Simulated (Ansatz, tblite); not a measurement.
Cost and result up the ladder for the cluster Al₃B⁻ (4 atoms). The state is a doublet with charge -1. Geometry: B3LYP-D4/def2-TZVPD.

```xyz
4

B    -0.234   -0.010   -0.145
Al   -0.595    1.924    0.456
Al   -0.085   -1.233    1.401
Al    0.915   -0.682   -1.712
```

Ansatz on 4 threads of Arm Neoverse V1 on a shared host; xTB runs through tblite on one thread. Times are rough, summed over both states, and most runs start from the orbitals of an earlier one. PBE0-D4/def2-TZVPD serves as the yardstick here, not as an exact answer. The other state is a triplet.

The xTB rows come from tblite. The structure comes from a short search, and lower isomers may exist.

Raw xTB energies of ions are shifted by several eV, and xTB has no spin-polarisation term.

```tsv
level	functions	wall time	vertical IE (eV)	difference from PBE0-D4/def2-TZVPD (eV)
GFN2-xTB	31	0.012 s	3.61	1.58
PBE-D4/def2-TZVPD (with forces)	166	6.8 s	2.00	-0.03
PBE0-D4/def2-TZVPD	166	13 s	2.03	0.00
r2SCAN-D4/def2-TZVPD	166	19 s	2.01	-0.02
```
